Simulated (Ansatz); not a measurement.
[closo-1-(NH3)B5H4]- (B₅NH₇⁻). The state is a singlet with charge -1. Geometry r2SCAN-D4/def2-SVPD; atoms count from 1.

```csv
atom,x (Å),y (Å),z (Å)
B1,0.5360,-0.2534,1.1661
B2,1.1883,0.1262,-0.5324
B3,-0.3853,0.3148,-0.0776
B4,1.5604,-1.2751,0.3143
B5,-0.0069,-1.2761,-0.2879
N6,-1.5835,1.2939,-0.3189
H7,0.5234,-0.0348,2.3697
H8,1.9203,0.7794,-1.2632
H9,-1.3353,2.2535,-0.0675
H10,-2.3979,1.0291,0.2397
H11,-1.8695,1.2960,-1.3006
H12,2.4864,-2.0320,0.5008
H13,-0.6364,-2.2214,-0.7425
```

Another isomer (singlet) lies 0.14 eV lower at PBE0-D4/def2-TZVPD; other spin states weren't run for this one.

Q: Estimate the Mulliken populations from the PBE0/def2-TZVPD orbitals of Ansatz.

A: 
```
atom  charge (e)
  B1       -0.50
  B2       -0.50
  B3       -0.19
  B4        0.64
  B5       -0.50
  N6       -0.32
  H7       -0.08
  H8       -0.08
  H9        0.24
 H10        0.24
 H11        0.24
 H12       -0.10
 H13       -0.08
```
Mulliken values depend strongly on the basis. With diffuse functions, as here, like atoms can get unlike values, and bond orders can come out too low or too high.

Q: And the Mayer bond orders between heavy atoms (over 0.3)?

A: B1–B2 0.98 (1.86 Å); B1–B3 0.90 (1.65 Å); B1–B4 0.78 (1.68 Å); B1–B5 0.98 (1.86 Å); B2–B3 0.89 (1.65 Å); B2–B4 0.78 (1.68 Å); B2–B5 0.98 (1.86 Å); B3–B4 0.56 (2.54 Å); B3–B5 0.90 (1.65 Å); B3–N6 0.94 (1.57 Å); B4–B5 0.78 (1.68 Å).
